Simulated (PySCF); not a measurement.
Start geometry of `CCCC#CC#CBOC` from GFN2-xTB (Å):
```
atom  x, y, z in Å
C1    -4.8333   -0.2101    1.2312
C2    -3.3478   -0.2651    1.0547
C3    -2.9041    0.4964   -0.2035
C4    -1.4177    0.4388   -0.3641
C5    -0.2522    0.3595   -0.4808
C6     1.0951    0.3053   -0.6056
C7     2.3170    0.2367   -0.7134
B8     3.8240    0.1951   -0.9024
O9     4.5392   -0.3158    0.1128
C10    5.9328   -0.4340    0.0837
H11   -5.1727   -0.7286    2.1265
H12   -5.1708    0.8510    1.3330
H13   -5.3887   -0.6106    0.3587
H14   -2.8675    0.1695    1.9409
H15   -3.0344   -1.3152    0.9780
H16   -3.3647    0.0861   -1.0744
H17   -3.1856    1.5596   -0.1218
H18    4.2864    0.6052   -1.8931
H19    6.2048   -1.4911    0.2002
H20    6.3218    0.1452    0.9162
H21    6.3472   -0.0558   -0.8707
```

Task: What comes out of this run: PBE0-D3(BJ)/def2-SVP geometry optimisation, gas phase in PySCF?

Result: 
```
atom  x, y, z in Å
C1    -4.941   -0.101    1.215
C2    -3.428   -0.187    1.107
C3    -2.894    0.509   -0.150
C4    -1.453    0.420   -0.306
C5    -0.240    0.340   -0.414
C6     1.118    0.253   -0.543
C7     2.338    0.173   -0.649
B8     3.847    0.112   -0.858
O9     4.628   -0.407    0.106
C10    6.023   -0.504   -0.018
H11   -5.303   -0.578    2.137
H12   -5.283    0.947    1.226
H13   -5.434   -0.600    0.365
H14   -2.955    0.266    1.993
H15   -3.105   -1.241    1.094
H16   -3.378    0.083   -1.047
H17   -3.182    1.576   -0.135
H18    4.342    0.528   -1.886
H19    6.322   -1.561    0.058
H20    6.500    0.049    0.805
H21    6.376   -0.097   -0.980
```

The energy falls by 6.3 kcal/mol over 6 energy and gradient evaluations, the largest force component goes from 0.1287 to 2.8e-04 Eh/bohr, and the atoms move by 0.110 Å rms after alignment. Among the bonds, C4≡C5 and B8–H18 change most and about equally (+0.046 to +0.047 Å). Bonds longer at the end by more than 0.005 Å: 8 of 20; shorter: 3. Among the angles that change most is O9–B8–H18, from 124.3° to 120.2°. Rotational constants go from 6653, 283.2, 273.5 to 7394, 273.8, 265.8 MHz. The orientation of the end geometry is arbitrary; only internal coordinates are fixed.

The run used 195 basis functions and 47 SCF cycles in all. Hardware: an Arm Neoverse V1 with one thread, shared host with 64 logical CPUs at a one-minute load of 34. Cost: 1.9 min, 0.83 GiB resident at most.

No frequency check. The numbers are those of one conformer.
